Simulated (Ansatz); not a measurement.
TiOF3H⁺, that is Ti(OH)F3 with one electron fewer. The state is a doublet with charge 1. Geometry PBE-D4/def2-SVP, that of the neutral singlet; atoms count from 1.

Cartesian coordinates in Å:
```
Ti 0.082 0.188 0.382
O 0.202 -0.749 -1.118
H -0.372 -0.937 -1.881
F -1.260 -0.403 1.343
F -0.237 1.869 0.005
F 1.585 0.033 1.269
```

(1) Estimate the Mulliken populations from the PBE0/def2-TZVP orbitals of Ansatz.

(2) Where does the spin sit?

(3) And the Mayer bond orders between bonded heavy atoms (over 0.3)?

## Answers

(1) 
```tsv
atom	charge (e)	spin (α − β)	d electrons
Ti1	1.70	-0.09	1.90
O2	-0.23	0.92	–
H3	0.45	-0.02	–
F4	-0.30	0.09	–
F5	-0.30	0.09	–
F6	-0.33	0.00	–
```
Mulliken values and Mayer orders depend strongly on the basis.

(2) Summed by element: Ti -0.09, O 0.92, H -0.02, F 0.19, of 1 unpaired in all. Largest on single atoms: O2 0.92, F4 0.09, F5 0.09.

(3) Ti1–O2 0.54 (1.77 Å); Ti1–F4 1.07 (1.75 Å); Ti1–F5 1.07 (1.75 Å); Ti1–F6 1.10 (1.75 Å).
